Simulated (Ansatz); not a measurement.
Pulling on the Ga1–H2 bond in FGaH2 (SMILES [F][GaH2]) (multiplicity 1 held, fragments rigid). Energies count from the point at 1.556 Å.
Geometry at that point (charge 0, multiplicity 1):
```xyz
4

Ga    -0.1531    -0.2983     0.0991
H      0.6238    -1.0578     1.2132
H     -1.4763    -0.6025    -0.6615
F      0.6222     1.2119    -0.4027
```

Signs of static correlation in cc-pVTZ, with CASSCF(2,2), from Ansatz (a first-principles code) runs.

| R (Å) | T1 of restricted CCSD | ⟨S²⟩ of UHF | largest double amplitude of restricted CCSD | weight of the CASSCF reference in MRCISD | CASSCF natural occupations |
|---|---|---|---|---|---|
| 1.245 | 0.013 | 0.000 | 0.030 | 0.931 | 1.99 0.01 |
| 1.401 | 0.014 | 0.000 | 0.028 | 0.930 | 1.98 0.02 |
| 1.556 | 0.014 | 0.000 | 0.036 | 0.930 | 1.98 0.02 |
| 1.712 | 0.014 | 0.000 | 0.045 | 0.930 | 1.97 0.03 |
| 1.867 | 0.014 | 0.000 | 0.073 | 0.930 | 1.95 0.05 |
| 2.101 | 0.016 | 0.000 | 0.121 | 0.930 | 1.92 0.08 |
| 2.334 | 0.018 | 0.306 | 0.174 | 0.930 | 1.88 0.12 |
| 2.723 | … | 0.746 | 0.284 | 0.931 | 1.75 0.25 |
| 3.112 | 0.038 | 0.910 | … | 0.931 | 1.58 0.42 |
| 3.579 | 0.056 | 0.979 | 0.596 | 0.932 | 1.37 0.63 |
| 4.202 | 0.074 | 1.004 | 0.787 | 0.932 | 1.17 0.83 |
| 4.980 | 0.081 | 1.009 | 0.913 | 0.932 | 1.06 0.94 |

Q: Some entries are withheld; supply them.

A: 
- 2.723, T1 of restricted CCSD: 0.025
- 3.112, largest double amplitude of restricted CCSD: 0.420

Doubts at one or more of the structures used: a restricted determinant that unrestricted orbitals would lower (R-CCSD(T)/cc-pVTZ); other coupled-cluster roots lie near (R-CCSD(T)/cc-pVTZ); T1 above 0.05 (R-CCSD(T)/cc-pVTZ, U-CCSD(T)/cc-pVTZ); a spin-contaminated determinant (U-CCSD(T)/cc-pVTZ).
